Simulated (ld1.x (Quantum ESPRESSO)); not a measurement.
Before and after: TM potential for cadmium

ld1.x (Quantum ESPRESSO) 7.5 input, shortened:

```
&input
   title='Cd', zed=48., rel=1, dft='PBE', iswitch=3,
   config='[Kr] 4d10 5s2 5p0 5d-2'
 /
 &inputp
   pseudotype=2, tm=.true., lloc=-1, rcloc=1.60,
   nlcc=.true., rcore=1.35
 /
3
5S  1  0   2.00   0.00  1.65  1.65  0.0
5P  2  1   0.00   0.00  2.55  2.55  0.0
5D  3  2  -2.00   0.40  2.40  2.40  0.0
 &test
   configts(1)='5s2 5p0'
 /
```

All-electron outer shells of the reference configuration (PBE, scalar-relativistic, ld1.x):

```
shell  level (eV)  outermost node (bohr)  outermost maximum (bohr)
   4p      -66.97                   0.43                      0.84
   4d      -11.73                   0.42                      0.98
   5s       -5.66                   1.07                      2.35
   5p       -1.18                   1.20                      3.33
```

Change: wave 5p (bound): rc 2.55 bohr becomes 5p (bound): rc 3.66 bohr.

Cutoffs: the cutoffs (Ry, on a coarse ladder) from which the occupation-weighted sum of valence levels, in a spherical-Bessel basis at the reference potential, stays within 10 and 1 mRy of its value at 400 Ry; they do not see the model core or the augmentation charge, which bear on the density cutoff. Errors are all-electron minus pseudo energies relative to the spin-unpolarised reference configuration.

**Question.** What does the change do?

**Answer.** The potential gets neither clearly harder nor softer (30 Ry and 80 Ry → 30 Ry and 80 Ry); both files keep a bound ghost (d, s); of the 5 tests that both files solve, the error grows in 0 and shrinks in 3 by more than 15 % and 0.3 meV (median size 125.0 → 76.0 meV). That the errors move this way runs against the usual rule that smaller radii transfer better.

```csv
quantity,base,changed
"cutoff, loose",30 Ry,30 Ry
"cutoff, tight",80 Ry,80 Ry
bound ghosts,"d, s","d, s"
"error for 5s1 5p0, meV [ΔE 9.27 eV]",-126,-126
"error for 5s1.5 5p0, meV [ΔE 3.71 eV]",-27,-27
"error for 5s1 5p1, meV [ΔE 4.67 eV]",-37,-29
"error for 5s0 5p1, meV [ΔE 15.05 eV]",-216,-146
"error for 5s0 5p2, meV [ΔE 9.67 eV]",-125,-76
```

 A true bound ghost makes a file unfit for plane-wave use even where its test errors are small: the radial tests pick states by their node count and pass the ghost by.
